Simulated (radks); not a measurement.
Results of a calculation; reference values are marked as such.
The mean radii <r> (bohr) of the occupied orbitals of an atom or ion are listed with their occupations. Level of theory: scalar-relativistic Kohn-Sham, OLYP, spin-polarised, spherical densities, point nucleus (a radial shooting solver on a logarithmic mesh with Libxc functionals).

orbital  occ.      <r>
1s up       1  0.03610
1s down     1  0.03610
2s up       1   0.1563
2s down     1   0.1562
2p up       3   0.1360
2p down     3   0.1359
3s up       1   0.3911
3s down     1   0.3920
3p up       3   0.3813
3p down     1   0.3822

Name the element and its charge. Open shells, if any, are filled with parallel spins first.

Answer. Z = 41, niobium, charge +25: Nb25+ in [Ne] 3s2 3p4. The 1s radius gives Z: for a bare nucleus <r> = (2 gamma + 1)/(2Z) with gamma = sqrt(1 - (Z/c)^2), 0.03547 bohr for Z = 41, and screening makes it slightly larger (0.03610 here). The occupations add up to 16, and the charge is Z minus that.
